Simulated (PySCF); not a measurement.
C₃H₆N₂Si, SMILES N#CC/C=N/[SiH3].

Coordinates come from a TPSSh-D3(BJ)/def2-SVP optimisation. The structure was generated by enumeration; whether it is a known compound was not checked. One conformer was computed; it need not be the lowest.

All values below come from PBE/def2-TZVP run with PySCF.

The molecule is in vacuum.

| Quantity | Result |
|---|---|
| total energy | -516.55591 hartree |
| highest occupied level | -6.37 eV |
| lowest empty level | -2.51 eV |
| orbital gap | 3.86 eV |
| dipole moment | 3.16 D |
| quadrupole, principal values (traceless, Buckingham form, about the centre of nuclear charge) | -18.52, 6.75, 11.77 D·Å |
| mean static polarisability | 77.4 bohr³ (11.47 Å³) |
| polarisability, principal values | 58.1, 65.1, 109.0 bohr³ |
